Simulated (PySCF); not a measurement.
CdSe, SMILES [Se]=[Cd]. Atoms are numbered in the order given.

```xyz
2

Cd     0.0000     0.0000    -0.9788
Se     0.0000     0.0000     1.3819
```

The structure is a stationary point at PBE0-D3(BJ)/def2-TZVP. The def2 effective core potentials stand for the cores of Cd; spin–orbit coupling is left out.

These are ωB97X/def2-TZVPD run with PySCF values and carry that method's errors.

Gas-phase values at a fixed geometry.

Problem. Estimate the frontier levels, gap, dipole moment and polarisability. (The exact figures need the calculation; the answer reports its results.)

Solution. 
The highest occupied level comes out as -8.27 eV and the lowest empty level is -2.38 eV. The orbital gap is 5.90 eV and the dipole moment comes out as 6.03 D. The quadrupole, principal values (traceless, Buckingham form, about the centre of nuclear charge) is -3.90, -3.90, 7.80 D·Å and the mean static polarisability is 79.6 bohr³ (11.80 Å³). The polarisability, principal values comes out as 64.2, 64.2, 110.5 bohr³.
